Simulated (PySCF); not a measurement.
# What a mistake does to a calculation on BH5NSi2

Calculated results; nothing here was measured. They come from PySCF 2.14.0, an open-source quantum chemistry program, on an isolated molecule that a program drew, which may never have been made. The molecule is BH5NSi2 (charge 0, doublet), drawn as the SMILES string `B=N[SiH][SiH3]`.

Each row is a Hartree-Fock (HF) and frozen-core CCSD(T) single point in the cc-pV(D+d)Z basis, meant for a local HF minimum. Run 1 is clean. Each other run has one planted mistake out of seven kinds, and not every kind appears here: one electron removed, one electron added, multiplicity raised by two, geometry at a saddle point, minimal basis STO-3G, one bond length entered in bohr, all coordinates scaled. The reference is restricted for singlets and unrestricted otherwise, and also for a bond in bohr. Adding or removing an electron swaps singlet and doublet. Electrons count all cores. HOMO and LUMO are orbital energies over both spins, the gradient is its largest component, and the lowest frequency (negative if imaginary) is given only where the gradient is small. Bond lengths are over the 8 bonds as drawn. T1 is the CCSD diagnostic: over 0.02 (restricted) or 0.045 (unrestricted) a single reference is doubtful.

Geometry of the clean run:
```xyz
9
BH5NSi2, angstrom
B     1.0018   -2.7784   -0.2451
N     0.4501   -1.7458    0.1751
Si   -0.3768   -0.4002    0.8328
Si   -2.0527    0.3971   -0.6241
H     1.5260   -3.7481   -0.6429
H     0.5968    0.6582    1.2031
H    -3.0504   -0.6744   -0.8599
H    -2.7354    1.5557    0.0028
H    -1.5063    0.8238   -1.9372
```

| run | electrons | basis functions | <S^2> | HOMO (eV) | LUMO (eV) | gradient (hartree/bohr) | lowest frequency (cm^-1) | mean bond (Å) | longest bond (Å) | T1 | HF (hartree) | CCSD(T) (hartree) | mistake |
|---|---|---|---|---|---|---|---|---|---|---|---|---|---|
| 1 | 45 | 99 | 0.761 | -8.06 | 1.42 | 2.4e-05 | 97 | 1.5528 | 2.359 | 0.0175 | -659.92151 | -660.40787 | no fault |
| 2 | 45 | 99 | 0.761 | -8.21 | 1.18 | 5.7e-02 | - | 1.6367 | 2.487 | 0.0193 | -659.89722 | -660.39415 | all coordinates scaled |
| 3 | 46 | 99 | 0.000 | -0.52 | 8.19 | 5.0e-02 | - | 1.5528 | 2.359 | 0.0176 | -659.90188 | -660.42886 | one electron added |
| 4 | 45 | 33 | 0.772 | -5.52 | 5.83 | 6.4e-02 | - | 1.5528 | 2.359 | 0.0180 | -652.22566 | -652.46405 | minimal basis STO-3G |
| 5 | 45 | 99 | 1.585 | -8.13 | 1.35 | 8.5e-03 | - | 1.7178 | 2.804 | 0.0446 | -659.81292 | -660.28787 | ? |

**Which mistake was planted in run 5, and what did it cost?**

The mean bond changes by a factor of 1.106 and the longest by 1.189, so the molecule wasn't scaled as a whole. A length L in bohr read as angstrom grows by (1/0.5292 - 1) L = 0.890 L. The 8 bonds together grew by 8 x 0.1650 = 1.320 Å, which gives L = 1.484 Å. That is the length of one of the H-Si bonds, 1.484 Å in the clean geometry. So the mistake is: one bond length entered in bohr. Subtracting run 1 and multiplying by 627.51 kcal/mol a hartree, the energy moved by 68.1 kcal/mol in HF and 75.3 kcal/mol in CCSD(T).

